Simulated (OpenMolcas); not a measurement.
W5+ among 6 point charges of -1.7 e arranged as a tetragonal octahedron (D4h). The axial distance is 0.86 times the equatorial one, R.

```yaml
Program: OpenMolcas 26.06
Method: "SS-CASPT2, IPEA 0.25 Eh, imaginary shift 0.1 Eh (closed shells correlated: 4f 5s 5p)"
Basis: ANO-RCC-VDZP [7s6p4d2f1g]
Scalar_Hamiltonian: DKH2, point nucleus
Active_space: 1 electron in 5 orbitals (5d)
State_averaging: 2S+1 = 2 even, 5 roots
Spin-orbit_coupling: state interaction with AMFI integrals over the reference wave functions
```

All point charges move together. At R = 1.93 Å the first state of the same spin is 6230 cm-1, and at R = 2.08 Å it is 5430 cm-1.

Q: A third run gives 4790 cm-1. What distance was it run at?

A: With a power law R^-n the two known points give n = -ln(5430 / 6230) / ln(2.08 / 1.93) = 1.84. Then R = 1.93 × (6230 / 4790)^(1/1.84) = 2.226 Å. The run was at 2.21 Å, so the estimate is off by +0.016 Å.

Free-ion shares, where given, are those of the reference states; single-state CASPT2 does not remix them. This is an electrostatic model: the charges have no orbitals. No measured value stands beside these numbers.
